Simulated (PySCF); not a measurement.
State search for CsK⁺

Unrestricted PBE0; Cs def2-SVPD with ECP46, K def2-SVPD; scalar-relativistic core potentials (PySCF 2.14). Outer shells of the fragments: Cs+ closed shells only; K 4s1.

Followed along the bond (rough minima from three points):

```csv
2Ms+1,unpaired,⟨S²⟩ at the start,R at minimum (Å),Te (eV)
2,σ ↑,0.75,5.03,0.00
```

Solutions found at the starting distance of 4.250 Å, counted from the lowest of them; the search is not exhaustive and high or unbound solutions are not listed, so other states can lie among these:

```tsv
2Ms+1	unpaired	term	E (eV)	⟨S²⟩	⟨Lz²⟩	μ (D)
2	σ ↑	²Σ⁺	0.00	0.75	0.00	3.94
2	π ↑	²Π	1.77	0.75	1.00	3.45
2	δ ↑	²Δ	3.14	0.75	4.00	14.20
```

A term symbol is given only where ⟨S²⟩ and ⟨Lz²⟩ are close to those of a pure state; real π, δ and φ orbitals otherwise mix terms. A positive dipole points towards K; it is taken about the centre of mass and depends on that origin.

Spin–orbit coupling is left out. Counting both spins, an empty level lies below a filled one in some of these solutions, because spin and occupation are held.
